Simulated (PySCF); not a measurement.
CoF2 holds Co(II), d7, at total charge 0. The structure is a PBE0-D3(BJ)/def2-TZVP geometry optimised for multiplicity 4; coordination linear, point group D∞h, metal–donor distances 1.71 Å.

Method (PySCF 2.14, density fitting): CASSCF(7,5) with orbitals averaged over all microstates of the shell, strongly contracted NEVPT2 on the averaged canonical orbitals; basis x2c-TZVPall on the metal, x2c-SVPall elsewhere; spin-free X2C; gas phase; spin-orbit coupling by state interaction with the mean-field operator over all roots.

CASSCF energies above the lowest CASSCF root:

```tsv
state	CASSCF / cm⁻¹
4Φg	0
4Σg-	1691
4Δg	2630
4Πg	3033
4Σg-	16659
2Πg	17746
2Δg	17816
2Φg	18538
2Σg+	18940
2Σg-	19266
2Πg	20828
2Γg	22098
2Δg	22709
2Πg	23346
4Πg	23653
2Δg	25661
2Φg	26088
2Σg-	27992
2Πg	29690
2Γg	29710
2Σg+	31103
2Hg	32855
```

Problem. How does dynamic correlation (SC-NEVPT2) move these states?

Solution. 
| state | NEVPT2 / cm⁻¹ | shift / cm⁻¹ |
| --- | --- | --- |
| 4Φg | 0 | 0 |
| 4Σg- | 371 | -1319 |
| 4Δg | 978 | -1652 |
| 4Πg | 2966 | -68 |
| 4Σg- | 14525 | -2134 |
| 2Πg | 15096 | -2650 |
| 2Δg | 16036 | -1780 |
| 2Φg | 17122 | -1416 |
| 2Σg+ | 16282 | -2658 |
| 2Σg- | 15148 | -4118 |
| 2Πg | 16944 | -3883 |
| 2Γg | 19751 | -2347 |
| 2Δg | 18216 | -4494 |
| 2Πg | 17662 | -5684 |
| 4Πg | 21469 | -2184 |
| 2Δg | 21718 | -3943 |
| 2Φg | 24197 | -1891 |
| 2Σg- | 23194 | -4798 |
| 2Πg | 26244 | -3446 |
| 2Γg | 29490 | -220 |
| 2Σg+ | 28191 | -2911 |
| 2Hg | 32216 | -639 |

No frequencies were computed for the optimised geometry. Gaps between spin states lean to high spin in this active space.
